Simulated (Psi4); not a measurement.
**Psi4 input wanted**

GaSiH7O−: 10 atoms, total charge -1, spin state doublet. SMILES of the parent species: `[SiH3][OH+][GaH3-]`. Geometry: optimised at wB97X-D/def2-SVPD.

| atom | x (Å) | y (Å) | z (Å) |
| --- | --- | --- | --- |
| Si | -0.5152 | 0.7248 | -1.3139 |
| O | -0.7246 | -0.3119 | 0.0346 |
| Ga | 0.8857 | -0.5537 | 1.4990 |
| H | -1.8271 | 0.7932 | -2.0098 |
| H | 0.5227 | 0.1687 | -2.2141 |
| H | -0.1180 | 2.0346 | -0.7555 |
| H | -1.3360 | -1.0487 | -0.0355 |
| H | 0.2735 | 0.2666 | 2.6884 |
| H | 1.9422 | 0.1525 | 0.5613 |
| H | 0.8440 | -2.1256 | 1.5387 |

Settings wanted:

```
task                   : energy
method                 : DFT
functional             : wB97X-D
dispersion             : in the functional's name
basis set              : def2-SVPD
reference              : UKS
integrals              : df
integral approximation : program's default
frozen core orbitals   : 0
integration grid       : 75 radial × 302 angular
symmetry               : c1
threads                : 1
```

Write the Psi4 1.11 input and the command.

This one ran through:

input.in:
```
memory 1.6 GB

molecule geom {
  -1 2
  Si    -0.515199     0.724802    -1.313949
  O     -0.724596    -0.311944     0.034619
  Ga     0.885720    -0.553729     1.499006
  H     -1.827063     0.793169    -2.009755
  H      0.522738     0.168686    -2.214071
  H     -0.117961     2.034551    -0.755481
  H     -1.335976    -1.048746    -0.035550
  H      0.273541     0.266553     2.688439
  H      1.942181     0.152502     0.561349
  H      0.844000    -2.125616     1.538661
  symmetry c1
}

set basis def2-SVPD
set reference uks

energy('wb97x-d')
```

```bash
$ psi4 -i input.in -o input.out -n 1
```

Calculated total energy: -2293.41335 Eh. The HOMO lies above zero, from self-interaction, a short basis or an unbound electron.
